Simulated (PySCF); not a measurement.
# Electron correlation in Si (silicon, neutral)

[Ne] 3s2 3p2, high-spin 3P determinant. Calculation: PySCF 2.14, in x2c-TZVPall (5s5p2d1f, 37 functions); the spin-free X2C one-electron Hamiltonian (Gaussian nucleus). Frozen: [Ne]; 4 electrons correlated.

MP2 pair energies summed by pair of shells (mhartree):

```tsv
pair	energy	share (%)
3s-3p	-33.17	60.7
3s-3s	-15.88	29.0
3p-3p	-5.63	10.3
```

Total MP2 correlation energy: -54.68 mhartree.

Same-spin part -9.54 and opposite-spin part -45.14 mhartree; SCS-MP2 scales them by 1/3 and 6/5 to -57.35 mhartree.

| level | correlation energy (mhartree) |
| --- | --- |
| CCSD | -73.25 |
| (T) | -2.39 |
| CCSD(T) | -75.64 |

Diagnostics: T1 = 0.011, D1 = 0.0297, largest double amplitude 0.099.

Cost of the coupled-cluster step: 0.35 s of wall time on 1 thread of Neoverse-V2 (shared host), for 4 correlated electrons.

Iterations:

```
CC2 = 0
CCSD nocc = (np.int64(3), np.int64(1)), nmo = (32, 32)
frozen orbitals [[0, 1, 2, 3, 4], [0, 1, 2, 3, 4]]
max_cycle = 100
direct = 0
conv_tol = 1e-08
conv_tol_normt = 1e-06
diis_space = 8
diis_start_cycle = 0
Init t2, MP2 energy = -0.0546782210051899
Init E_corr(UCCSD) = -0.0546782210054779
cycle = 1  E_corr(UCCSD) = -0.0673332155566547  dE = -0.0126549946  norm(t1,t2) = 0.0555239
cycle = 2  E_corr(UCCSD) = -0.0709252511547692  dE = -0.0035920356  norm(t1,t2) = 0.0219858
cycle = 3  E_corr(UCCSD) = -0.0732200889913151  dE = -0.00229483784  norm(t1,t2) = 0.0105847
cycle = 4  E_corr(UCCSD) = -0.0732304801893795  dE = -1.03911981e-05  norm(t1,t2) = 0.00220064
cycle = 5  E_corr(UCCSD) = -0.0732487539458993  dE = -1.82737565e-05  norm(t1,t2) = 0.000352708
cycle = 6  E_corr(UCCSD) = -0.0732429347565228  dE = 5.81918938e-06  norm(t1,t2) = 8.69651e-05
cycle = 7  E_corr(UCCSD) = -0.0732462620886925  dE = -3.32733217e-06  norm(t1,t2) = 1.47531e-05
cycle = 8  E_corr(UCCSD) = -0.0732454402464327  dE = 8.2184226e-07  norm(t1,t2) = 3.65427e-06
cycle = 9  E_corr(UCCSD) = -0.073245426350658  dE = 1.38957747e-08  norm(t1,t2) = 6.68134e-07
cycle = 10  E_corr(UCCSD) = -0.0732454532601081  dE = -2.69094501e-08  norm(t1,t2) = 1.98223e-07
cycle = 11  E_corr(UCCSD) = -0.0732454546029838  dE = -1.34287567e-09  norm(t1,t2) = 3.72401e-08
UCCSD converged
E(UCCSD) = -289.527381867388  E_corr = -0.0732454546029838
UCCSD(T) correction = -0.00239002846343692
```
